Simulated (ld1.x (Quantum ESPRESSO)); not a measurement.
**sulfur (S), ultrasoft: configuration errors across variants**

```
Element                 : sulfur
Generator               : ld1.x (Quantum ESPRESSO) 7.5
Type                    : ultrasoft
Functional              : BLYP
Relativity              : scalar-relativistic
Frozen core             : [Ne]
Valence charge          : 6
Reference configuration : 3s2 3p4
Partial waves           : 3s (bound): rcut 1.00, rcutus 1.35 bohr; 3s channel at -0.85 Ry: rcut 1.00, rcutus 1.35 bohr; 3p (bound): rcut 1.20, rcutus 1.40 bohr; 3p channel at 1 Ry: rcut 1.20, rcutus 1.40 bohr; 3d channel at 0.2 Ry: rcut 1.15, rcutus 1.40 bohr
Local potential         : all-electron potential smoothed inside 1.20 bohr (lloc = -1)
Core correction         : a·sin(br)/r model core, default radius (core density twice the valence density)
Augmentation charge     : built from norm-conserving waves at rcut, not smoothed further
```

All-electron excitation energies from the reference (eV): (1) 3s2 3p3 11.619; (2) 3s2 3p2 33.756; (3) 3s2 3p1 67.683; (4) 3s1 3p5 10.316; (5) 3s1 3p4 22.494; (6) 3s2 3p4.3 -1.667; (7) 3s2 3p0 114.445.

2 further variants failed, have other tests or too few solved ones, and are left out.

A true bound ghost makes a file unfit for plane-wave use even where its test errors are small: the radial tests pick states by their node count and pass the ghost by.

Errors AE − PS in meV (a dash: test not solved or not reliable):

| change | (1) | (2) | (3) | (4) | (5) | (6) | (7) | bound ghosts |
| --- | --- | --- | --- | --- | --- | --- | --- | --- |
| base | +0.6 | +9.3 | +41 | -1.4 | -2.4 | +0.2 | +122 | none |
| waves 3s (bound): rcut 1.00, rcutus 1.22 bohr; 3s channel at -0.85 Ry: rcut 1.00, rcutus 1.22 bohr | +0.6 | +9.2 | +41 | -1.4 | -2.4 | +0.2 | +121 | s |
| waves 3s (bound): rcut 1.00, rcutus 1.40 bohr; 3s channel at -0.85 Ry: rcut 1.00, rcutus 1.40 bohr | +0.5 | +9.3 | +41 | -1.4 | -2.4 | +0.2 | +122 | none |
| waves 3s (bound): rcut 1.00, rcutus 1.50 bohr; 3s channel at -0.85 Ry: rcut 1.00, rcutus 1.50 bohr | +0.6 | +9.3 | +41 | -1.3 | -2.3 | +0.2 | +124 | none |
| waves 3s (bound): rcut 1.00, rcutus 1.68 bohr; 3s channel at -0.85 Ry: rcut 1.00, rcutus 1.68 bohr | +0.6 | +9.6 | +43 | -1.2 | -2.1 | +0.2 | +130 | none |
| waves 3s (bound): rcut 1.00, rcutus 1.90 bohr; 3s channel at -0.85 Ry: rcut 1.00, rcutus 1.90 bohr | +0.6 | +10 | +48 | -1.0 | -1.7 | +0.2 | +152 | none |

Task: Give the same row for: waves 3s (bound): rcut 1.00, rcutus 2.04 bohr; 3s channel at -0.85 Ry: rcut 1.00, rcutus 2.04 bohr.

Result: +0.7, +11, +52, -0.9, -1.5, +0.2, +167; bound ghosts: none.
